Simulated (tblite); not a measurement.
Isomers of C6H5ClO2S. Computed with GFN2-xTB (tblite): harmonic, unscaled wavenumbers at the GFN2-xTB geometry, gas phase. This tight-binding method is rough: wavenumbers can miss measured ones by several per cent, in bad cases by 10 to 20. One conformer each.

Electronic energies: GFN2-xTB at the same geometries; isomer energies are rough at this level and their order can be wrong.

```tsv
SMILES	electronic energy, lowest = 0 (kcal/mol)
CSc1ccoc1C(=O)Cl	1.4
CSc1coc(C(=O)Cl)c1	4.0
O=S(=O)(Cl)c1ccccc1	0.1
CSc1ccc(C(=O)Cl)o1	0.0
COc1ccsc1C(=O)Cl	2.4
```

Question: How do GFN2-xTB zero-point energies change the relative energies?

Answer: 
| SMILES | ZPE (kcal/mol) | of it from modes above 1550 cm⁻¹ | electronic (kcal/mol) | with ZPE, lowest = 0 (kcal/mol) | lowest mode (cm⁻¹) | rings |
| --- | --- | --- | --- | --- | --- | --- |
| CSc1ccc(C(=O)Cl)o1 | 60.4 | 24.8 | 0.0 | 0.0 | 48 | 1 |
| O=S(=O)(Cl)c1ccccc1 | 61.5 | 26.7 | 0.1 | 1.2 | 30 | 1 |
| CSc1ccoc1C(=O)Cl | 60.5 | 24.7 | 1.4 | 1.5 | 47 | 1 |
| COc1ccsc1C(=O)Cl | 60.5 | 24.4 | 2.4 | 2.5 | 50 | 1 |
| CSc1coc(C(=O)Cl)c1 | 60.4 | 24.7 | 4.0 | 4.0 | 44 | 1 |

The zero-point energies span 1.1 kcal/mol, from `CSc1ccc(C(=O)Cl)o1` to `O=S(=O)(Cl)c1ccccc1`. The order is unchanged.

Question: What do entropy and thermal enthalpy add at 298.15 K and 1 bar (rigid rotor, harmonic oscillator, one conformer each)?

Answer: 
```tsv
SMILES	point group	symmetry number	S (cal/(mol K))	H − H(0) (kcal/mol)	ZPE + H − H(0) − TS (kcal/mol)
CSc1ccc(C(=O)Cl)o1	Cs	1	102.6	7.04	36.9
O=S(=O)(Cl)c1ccccc1	Cs	1	97.8	6.47	38.8
CSc1ccoc1C(=O)Cl	Cs	1	101.6	6.97	37.2
COc1ccsc1C(=O)Cl	Cs	1	100.3	6.90	37.5
CSc1coc(C(=O)Cl)c1	Cs	1	102.5	7.01	36.8
```
